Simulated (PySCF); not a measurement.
Isomers of C4H6OSi, one conformer each. Level of theory: core-valence-separated Tamm–Dancoff BHandHLYP/aug-pcX-1 (pcseg-1 on H, def2-SVPD on Si) in PySCF, non-relativistic, gas phase, PBE0-D3(BJ)/def2-SVP geometry. No empirical shift is added; at this level the pattern usually sits a few eV under experiment.

P. `O=CC#CC[SiH3]`
Q. `o1c([SiH3])ccc1`
R. `C#C/C=C\O[SiH3]`

Main lines, eV (oscillator strength):
1. C K: 283.3 (0.053), 283.7 (0.057), 284.0 (0.055), 284.2 (0.065), 285.8 (0.009); O K: 532.6 (0.032), 536.2 (0.010), 536.5 (0.019)
2. C K: 282.9 (0.076), 283.5 (0.073), 283.5 (0.061), 284.3 (0.057), 286.1 (0.047); O K: 528.0 (0.051)
3. C K: 283.1 (0.052), 283.3 (0.042), 283.5 (0.041), 283.6 (0.072), 283.7 (0.043); O K: 532.7 (0.014), 533.1 (0.011), 534.8 (0.008), 535.0 (0.011), 535.8 (0.007)
Listed: the first five lines at most of each edge with a tenth or more of its strongest line's intensity; roots within 0.03 eV on the same or equivalent atoms are summed. Only the lowest roots were sought, and the top ones are left out.

Question: Which spectrum belongs to which isomer?

Answer: 1 = Q, 2 = P, 3 = R.
- P: first C line listed at 282.9 eV, hole on the alkyne carbon (1s→π*); first O line listed at 528.0 eV, hole on the aldehyde oxygen (1s→π*).
- Q: first C line listed at 283.3 eV, hole on the aromatic CH carbon (1s→π*); first O line listed at 532.6 eV, hole on the furan-type oxygen.
- R: first C line listed at 283.1 eV, hole on the terminal alkyne carbon (1s→π*); first O line listed at 532.7 eV, hole on the silyl ether oxygen.

Question: What are the ground-state energies of the isomers at BHandHLYP/aug-pcX-1 (pcseg-1 on H, def2-SVPD on Si), relative to the lowest?

Answer: P 126.9, Q 0.0, R 88.5 kJ/mol (electronic energies on these geometries, no dispersion or zero-point terms).
